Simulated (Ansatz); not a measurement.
Born–Oppenheimer molecular dynamics of CH$_{4}$ClZn (7 atoms, charge 0, multiplicity 2). It starts at the highest image of a converged band, a first-order saddle point between two minima.

Method: UKS PBE0/def2-SVP (Ansatz 0.2.0).

```
ensemble                      : NVE (velocity Verlet)
time step                     : 0.5 fs
steps asked                   : 200
starting velocities drawn for : 300 K
seed                          : 3113
```

First frame:

```xyz
7
Properties=species:S:1:pos:R:3
Zn 0.009 0.008 0.052
Cl 0.003 0.003 2.436
C 0.000 0.000 -1.922
H 0.274 -0.998 -2.299
H -1.003 0.256 -2.297
H 0.722 0.735 -2.310
H -0.006 -0.005 3.958
```

Task: How far do the bonds stretch over the last three quarters of this one trajectory? (Pairs bonded in most of those frames.)

Result: 
```json
{"bond": "Zn1–Cl2", "mean (Å)": "2.125", "spread (Å)": "0.113", "shortest": "1.97", "longest": "2.34"}
{"bond": "Zn1–C3", "mean (Å)": "1.939", "spread (Å)": "0.072", "shortest": "1.81", "longest": "2.07"}
{"bond": "C3–H4", "mean (Å)": "1.103", "spread (Å)": "0.021", "shortest": "1.06", "longest": "1.14"}
{"bond": "C3–H5", "mean (Å)": "1.105", "spread (Å)": "0.032", "shortest": "1.05", "longest": "1.16"}
{"bond": "C3–H6", "mean (Å)": "1.102", "spread (Å)": "0.009", "shortest": "1.08", "longest": "1.12"}
```

Mean temperature of the second half: 860 K. The conserved energy stayed within 0.2 meV per atom of its start (net change 0.032 meV per atom), so the integration is sound. The kinetic energy rose, since the run started high on the potential surface and went downhill. It ends in pieces (CH3ClZn + H), so much of that is their flight and rotation, not heat. A run of 0.1 ps of so small a system gives no equilibrium averages.

Run time: 7.8 min on 2 threads of Arm Neoverse V2, on a shared host, peak memory 0.23 GiB.
